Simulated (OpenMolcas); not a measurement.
**Ge+: effect of the basis set**

- Program: OpenMolcas
- Method: RASSCF
- Active space: 3 electrons in 9 orbitals (RAS2 4s 4p; RAS3 4d, at most 2 electrons)
- State averaging: 2S+1 = 4 odd, 1 root (0 in the spin-orbit step); 2S+1 = 2 odd, 3 roots; 2S+1 = 4 even, 3 roots; 2S+1 = 2 even, 9 roots
- Spin-orbit coupling: RASSI with atomic mean-field integrals over the reference wave functions, term energies averaged over their components

A. ANO-RCC-VTZP [6s5p3d1f], DKH2, point nucleus; cost about 14 core-seconds
B. ANO-R2 [6s5p4d3f1g], X2C, finite nucleus; cost about 50 core-seconds
C. ANO-RCC [10s9p8d5f2g], DKH2, point nucleus; cost roughly 40 core-seconds

Energies in cm-1 above 4s2 4p 2P* 1/2, the measured ground level; measured values from NIST Handbook of Basic Atomic Spectroscopic Data.

| Level | A | B | C | Measured |
| --- | --- | --- | --- | --- |
| 4s2 4p 2P* 1/2 | 0.0 | 0.0 | 0.0 | 0.0 |
| 4s2 4p 2P* 3/2 | 1610 | 1608 | 1640 | 1767 |
| 4s 4p2 4P 1/2 | 46721 | 46787 | 46667 | 51576 |
| 4s 4p2 4P 3/2 | 47307 | 47371 | 47263 | 52291 |
| 4s 4p2 4P 5/2 | 48213 | 48275 | 48184 | 53367 |
| 4s 4p2 2D 3/2 | 66971 | 65992 | 64155 | 65016 |
| 4s 4p2 2D 5/2 | 67055 | 66092 | 64265 | 65185 |
| 4s 4p2 2S 1/2 | 86933 | 86914 | 87586 | 85891 |

Deviations, from unrounded energies. A percentage is the sum of absolute deviations over the sum of measured energies, with the sign that they share, or ± where signs differ.

| Against measurement | Levels | A | B | C |
| --- | --- | --- | --- | --- |
| mean absolute deviation (cm-1) | 7 | 2900 | 2600 | 2700 |
| fine structure of the ground term (%) | 1 | -8.9 | -9.0 | -7.2 |
| other configurations (%) | 6 | ±5.3 | ±4.7 | ±5.0 |

B, C lie about equally close to measurement and A furthest from it. The largest miss of B in the table is 4s 4p2 4P 5/2, by -5100 cm-1. The ranking rests on the paired levels alone, and a cruder setting can come out closer through cancelling errors.

Among A to C the level of the table that moves most is 4s 4p2 2D 3/2, by 2800 cm-1 (lowest in C, highest in A).

Some high roots are left out of the spin-orbit mixing, which shifts the levels that they would mix with. Without dynamic correlation excited terms often stand tens of per cent too high (terms of higher spin than the ground term too low), and those without a measured partner can miss by more than the paired ones. Active for correlation alone: 4d; no level in the range computed is led by a configuration that fills it, so any true level of that kind is missing. Some terms mix strongly with configurations of 4d, whose occupation reaches 0.17 (4s 4p2 2D) (figures for B; the like holds for C). Measured partners are found by configuration, term and J. A level has none where our copy of the source lacks it or the pairing is in doubt (some pairs that miss far off the trend of their configuration count as doubtful), and it then counts in no deviation. Only configurations of the active space appear. The table leaves out levels that lie high or whose names do not pair safely across all columns.

* marks odd parity.
